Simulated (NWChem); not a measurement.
**hydrogen selenide (H$_{2}$Se)**

```xyz
3

Se     0.0000     0.0000     0.0571
H      1.0502     0.0000    -0.9703
H     -1.0502     0.0000    -0.9703
```
Charge 0, spin multiplicity 1.

The numbers come from NWChem runs, not from measurements. All single points use one geometry, from PBE0/def2-SVP, a minimum by its harmonic frequencies.

The field's frequency is 0.0773 Ha (589 nm).

The Hamiltonian is non-relativistic.

Task: Give the polarisability tensor in bohr³ at LDA (SVWN5)/def2-SVPD, in the frame of the coordinates, and its isotropic mean.

Result: 
```
32.93   0.00   0.00
 0.00  35.81   0.00
 0.00   0.00  33.10
```
Mean (one third of the trace): 33.95 bohr³.
